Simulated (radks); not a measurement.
Spherical jellium clusters: N electrons in a uniform positive sphere of charge N and radius rs N^(1/3), rs = 5.54 bohr. Method: non-relativistic Kohn-Sham, LDA (Slater exchange, Perdew-Wang correlation), spin-polarised, spherical densities; computed with a radial shooting solver with Libxc functionals. Levels are named by radial order and angular momentum (1s, 1p, 1d, 2s, ...), and open shells are averaged over m.

N = 5, configuration 1s2 1p(up 3, down 0). This is the lowest configuration that the search found. Occupied and some empty levels:

| level | occupation | eigenvalue (eV) | <r> (bohr) |
|---|---|---|---|
| 1s up | 1 | -3.2406 | 6.450 |
| 1s down | 1 | -2.7454 | 6.481 |
| 1p up | 3 | -2.3931 | 7.728 |
| 1p down | 0 | -1.9075 | 8.012 |
| 1d up | 0 | -1.3544 | 9.016 |
| 2s up | 0 | -0.97772 | 9.275 |
| 1d down | 0 | -0.94526 | 9.575 |
| 2s down | 0 | -0.73597 | 9.988 |
| 1f up | 0 | -0.27765 | 10.95 |

Energy (eV): total -8.19021, kinetic 5.3126, external -85.147, Hartree 42.285, exchange-correlation -13.727, background 43.087.
